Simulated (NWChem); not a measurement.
All runs are NWChem calculations. System: H3AlO, charge 0, spin multiplicity 1, at a geometry optimised with PBE0/def2-SVP. The structure started from a generated list of species. Level: G0W0@PBE0/def2-QZVP, RI basis def2-qzvp-rifit.

Output (cleaned and shortened):

```
             Northwest Computational Chemistry Package (NWChem) 7.3.0
             --------------------------------------------------------

                                NWChem Input Module
                                -------------------

 Scaling coordinates for geometry "geometry" by  1.889725989
 (inverse scale =  0.529177249)

 Turning off AUTOSYM since
 SYMMETRY directive was detected!

                             Geometry "geometry" -> ""
                             -------------------------

 Output coordinates in angstroms (scale by  1.889725989 to convert to a.u.)

  No.       Tag          Charge          X              Y              Z
 ---- ---------------- ---------- -------------- -------------- --------------
    1 Al                  13.0000     0.03760300    -0.60072300     0.00000000
    2 H                    1.0000     1.49173900    -1.24169000     0.00000000
    3 H                    1.0000    -1.30601100    -1.43314500     0.00000000
    4 O                    8.0000    -0.15315100     1.09264000     0.00000000
    5 H                    1.0000     0.55064600     1.74311500     0.00000000

 Effective nuclear repulsion energy (a.u.)      51.7705728686

            Nuclear Dipole moment (a.u.)
            ----------------------------
        X                 Y               Z
 ---------------- ---------------- ----------------
     0.0000094486     0.0000018897     0.0000000000

      Symmetry information
      --------------------

 Group name             Cs
 Group number              2
 Group order               2
 No. of unique centers     5

      Symmetry unique atoms

     1    2    3    4    5


 Summary of "ao basis" -> "" (spherical)
 ------------------------------------------------------------------------------
       Tag                 Description            Shells   Functions and Types
 ---------------- ------------------------------  ------  ---------------------
 *                         def2-qzvp                  on all atoms

 new library libraries.bse/

 Summary of "ri basis" -> "" (spherical)
 ------------------------------------------------------------------------------
       Tag                 Description            Shells   Functions and Types
 ---------------- ------------------------------  ------  ---------------------
 *                      def2-qzvp-rifit               on all atoms

                                 NWChem DFT Module
                                 -----------------

 Summary of "ao basis" -> "ao basis" (spherical)
 ------------------------------------------------------------------------------
       Tag                 Description            Shells   Functions and Types
 ---------------- ------------------------------  ------  ---------------------
 Al                        def2-qzvp                22       70   9s6p4d2f1g
 H                         def2-qzvp                10       30   4s3p2d1f
 O                         def2-qzvp                17       57   7s4p3d2f1g

 Summary of "ao basis" -> "ao basis" (spherical)
 ------------------------------------------------------------------------------
       Tag                 Description            Shells   Functions and Types
 ---------------- ------------------------------  ------  ---------------------
 Al                        def2-qzvp                22       70   9s6p4d2f1g
 H                         def2-qzvp                10       30   4s3p2d1f
 O                         def2-qzvp                17       57   7s4p3d2f1g

      Symmetry analysis of basis
      --------------------------

        a'        143
        a"         74

            General Information
            -------------------
          SCF calculation type: DFT
          Wavefunction type:  closed shell.
          No. of atoms     :     5
          No. of electrons :    24
           Alpha electrons :    12
            Beta electrons :    12
          Charge           :     0
          Spin multiplicity:     1
          Use of symmetry is: on ; symmetry adaption is: on
          Maximum number of iterations: 100
          This is a Direct SCF calculation.
          AO basis - number of functions:   217
                     number of shells:    69
[...]
   Bfn.  Coefficient  Atom+Function         Bfn.  Coefficient  Atom+Function
  ----- ------------  ---------------      ----- ------------  ---------------
   138      0.197381  4 O  px               139     -0.182657  4 O  py
   141      0.183173  4 O  px               144      0.179638  4 O  px
   142     -0.170132  4 O  py               103     -0.165634  3 H  s
    20      0.161272  1 Al py               145     -0.144062  4 O  py
     8     -0.133410  1 Al s                102     -0.112765  3 H  s

 Vector   11  Occ=2.000000D+00  E=-3.429688D-01  Symmetry=a"
              MO Center= -1.1D-01,  1.0D+00, -4.8D-15, r^2= 8.6D-01
   Bfn.  Coefficient  Atom+Function         Bfn.  Coefficient  Atom+Function
  ----- ------------  ---------------      ----- ------------  ---------------
   140      0.331820  4 O  pz               143      0.309612  4 O  pz
   146      0.303015  4 O  pz               149      0.164084  4 O  pz
    21      0.087504  1 Al pz                24      0.062423  1 Al pz
    12     -0.058434  1 Al pz                34      0.032195  1 Al d -1
   200      0.030642  5 H  pz                39      0.027891  1 Al d -1

 Vector   12  Occ=2.000000D+00  E=-3.076882D-01  Symmetry=a'
              MO Center=  2.1D-01, -9.1D-01,  2.5D-16, r^2= 3.0D+00
   Bfn.  Coefficient  Atom+Function         Bfn.  Coefficient  Atom+Function
  ----- ------------  ---------------      ----- ------------  ---------------
    73      0.222420  2 H  s                103     -0.202882  3 H  s
    19      0.199999  1 Al px                72      0.153990  2 H  s
    22      0.137313  1 Al px                10     -0.131708  1 Al px
   102     -0.132123  3 H  s                138     -0.117049  4 O  px
    74      0.115892  2 H  s                141     -0.107667  4 O  px

 Vector   13  Occ=0.000000D+00  E=-3.848595D-02  Symmetry=a"
              MO Center=  8.9D-02, -8.4D-01, -1.4D-13, r^2= 4.8D+00
   Bfn.  Coefficient  Atom+Function         Bfn.  Coefficient  Atom+Function
  ----- ------------  ---------------      ----- ------------  ---------------
    27      0.465024  1 Al pz                24      0.418678  1 Al pz
    21      0.262339  1 Al pz                12     -0.155674  1 Al pz
   149     -0.118027  4 O  pz               140     -0.096843  4 O  pz
   143     -0.094884  4 O  pz                44     -0.093645  1 Al d -1
   146     -0.083795  4 O  pz                34     -0.028482  1 Al d -1

 Vector   14  Occ=0.000000D+00  E=-3.369691D-03  Symmetry=a'
              MO Center=  4.2D-01,  3.5D-01, -2.4D-14, r^2= 7.4D+00
   Bfn.  Coefficient  Atom+Function         Bfn.  Coefficient  Atom+Function
  ----- ------------  ---------------      ----- ------------  ---------------
     8      1.006833  1 Al s                  9     -0.802614  1 Al s
    26     -0.666941  1 Al py                23      0.573175  1 Al py
   137     -0.522041  4 O  s                191     -0.486182  5 H  s
    74      0.364896  2 H  s                  7     -0.330980  1 Al s
   148      0.326694  4 O  py                47     -0.219032  1 Al d  2

 Vector   15  Occ=0.000000D+00  E= 3.686311D-02  Symmetry=a'
              MO Center=  1.5D-01, -1.5D+00,  1.6D-13, r^2= 5.8D+00
   Bfn.  Coefficient  Atom+Function         Bfn.  Coefficient  Atom+Function
  ----- ------------  ---------------      ----- ------------  ---------------
     9      1.832980  1 Al s                104     -1.131794  3 H  s
    74     -0.957340  2 H  s                 26     -0.756200  1 Al py
   190     -0.216174  5 H  s                  8     -0.200806  1 Al s
   103      0.183914  3 H  s                  7      0.179005  1 Al s
    45      0.156560  1 Al d  0              23     -0.149850  1 Al py

 center of mass
 --------------
 x =  -0.02846563 y =   0.01352537 z =   0.00000000

 moments of inertia (a.u.)
 ------------------
         126.830634166707           8.192625932245           0.000000000000
           8.192625932245          16.677482703347           0.000000000000
           0.000000000000           0.000000000000         143.508116870054

     Multipole analysis of the density
     ---------------------------------

     L   x y z        total         alpha         beta         nuclear
     -   - - -        -----         -----         ----         -------
     0   0 0 0     -0.000000    -12.000000    -12.000000     24.000000

     1   1 0 0      0.467275      0.233633      0.233633      0.000009
     1   0 1 0      0.080880      0.040439      0.040439      0.000002
     1   0 0 1     -0.000000     -0.000000     -0.000000      0.000000

     2   2 0 0    -16.707070    -16.281628    -16.281628     15.856185
     2   1 1 0      1.932318      2.132295      2.132295     -2.332273
     2   1 0 1     -0.000000     -0.000000     -0.000000      0.000000
     2   0 2 0    -14.863813    -44.707268    -44.707268     74.550722
     2   0 1 1     -0.000000     -0.000000     -0.000000      0.000000
     2   0 0 2    -12.794031     -6.397015     -6.397015      0.000000

 Task  times  cpu:       55.1s     wall:       55.1s

                                NWChem Input Module
                                -------------------

                                 NWChem GW Module
                                 ----------------

                             ***********************
                             ***        GW       ***
                             ***********************

 Summary of "ri basis" -> "ri basis" (spherical)
 ------------------------------------------------------------------------------
       Tag                 Description            Shells   Functions and Types
 ---------------- ------------------------------  ------  ---------------------
 Al                     def2-qzvp-rifit             41      167   12s10p9d6f3g1h
 H                      def2-qzvp-rifit             16       56   6s4p3d2f1g
 O                      def2-qzvp-rifit             33      141   9s8p7d5f3g1h

                 Memory Information
                 ------------------
          Available GA per process is          1699.6 MBs
          Available stack per process is        700.0 MBs
          Available heap per process is           0.0 MBs

          Peak memory in Initialization
              Peak GA per process is                 13.4 MBs
              Peak stack per process is               0.6 MBs
              Peak heap per process is               13.8 MBs
              Memory not in MA per process            0.0 MBs

          Peak memory in CDGW Calculation
              Peak GA per process is                 16.9 MBs
              Peak stack per process is               3.5 MBs
              Peak heap per process is                4.2 MBs
              Memory not in MA per process            0.0 MBs

          Computing 2-center integrals
          Computing Inverse Cholesky factor
          Computing 3-center integrals
          Computing Vxc

          Computing Sigma_x
          Computing W(iw) on the imaginary grid
          Solving quasiparticle equations

                  Alpha Orbitals
          State     Energy (eV)     Error (eV)
          -----------------------------------
@GW         9        -13.586           0.002
@GW        10        -12.229           0.002
@GW        11        -11.841           0.002
@GW        12        -11.138           0.002
@GW        13          0.606           0.004
@GW        14          1.403           0.003

     GW Timing Statistics
   ------------------------
   Init.   :          0.2s
     ERIs  :          3.0s
     Distr.:          0.0s
     Vxc   :          6.8s
   Vmo     :          0.0s
   iW      :          3.7s
   I_n     :          0.0s
   R_n     :          0.3s
   GW total:         14.0s

 Task  times  cpu:       14.0s     wall:       14.0s

 Total times  cpu:       69.1s     wall:       69.1s
```

### Question
Write an NWChem input that would produce this output.

### Answer
This is not unique; one that fits is 
```
start mol
memory heap 200 mb stack 700 mb global 1700 mb
geometry units angstroms nocenter noautoz
  Al     0.037603    -0.600723     0.000000
  H      1.491739    -1.241690     0.000000
  H     -1.306011    -1.433145     0.000000
  O     -0.153151     1.092640     0.000000
  H      0.550646     1.743115     0.000000
  symmetry group Cs
end
basis spherical
  * library def2-qzvp
end
basis "ri basis" bse spherical
  * library def2-qzvp-rifit
end
dft
  xc pbe0
  iterations 100
  direct
  tolerances tight
end
task dft energy
gw
  method cdgw
  states alpha occ 4 vir 2
end
task dft gw
```
